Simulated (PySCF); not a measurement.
Calculation: PBE0-D4/def2-TZVP (PySCF). Gas-phase values, no solvent. One relaxed conformer stands for a flexible species; it need not be the lowest. Excitations are Tamm–Dancoff values on a coarser integration grid. The basis has no diffuse functions, so Rydberg states are missing or too high.

Reference species (SMILES): `[H]/B=C/C` (neutral, multiplicity 1).

```json
{
  "HOMO": "-6.27 eV",
  "S1 oscillator strength": "0.000",
  "S1 excitation (TDA)": "2.97 eV",
  "T1 excitation (TDA)": "2.47 eV"
}
```

Changed species: `BC=C`.

Give the shifts of the HOMO, S1 oscillator strength, S1 excitation (TDA) and T1 excitation (TDA).

the HOMO falls by 2.24 eV, to -8.51 eV; the S1 oscillator strength is nearly the same; the S1 excitation (TDA) increases by 2.33 eV, to 5.30 eV; the T1 excitation (TDA) increases by 1.09 eV, to 3.56 eV.
